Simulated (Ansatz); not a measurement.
Basis-set extrapolation for CH2BClOS, SMILES `OB(Cl)C=S` (PBE0-D4/def2-TZVP geometry, frozen core, Ansatz 0.2.0). Multiplicity 1, RHF reference.

```
                      def2-TZVPP   def2-QZVPP
                 HF  -995.770754  -995.800714
    MP2 correlation    -0.846819    -0.916864
CCSD(T) correlation    -0.927032      not run
```

Energies in hartree. Use E(X) = E(∞) + A·exp(−7.88·√X) for Hartree–Fock and E(X) = E(∞) + B·X^(−2.97) for correlation, with X = 3 and 4, and add CCSD(T) minus MP2 of the smaller set to the MP2 limit.

**Question.** What is the CCSD(T) energy at the basis-set limit?

**Answer.** HF limit: -995.800714 + (-0.029960) × 0.13774 = -995.80484. MP2 limit: -0.916864 + (-0.070045) × 0.74074 = -0.96875. Higher-order term: -0.927032 − (-0.846819) = -0.08021. Total: -996.85380 hartree, 4.25 eV below CCSD(T)/def2-TZVPP.
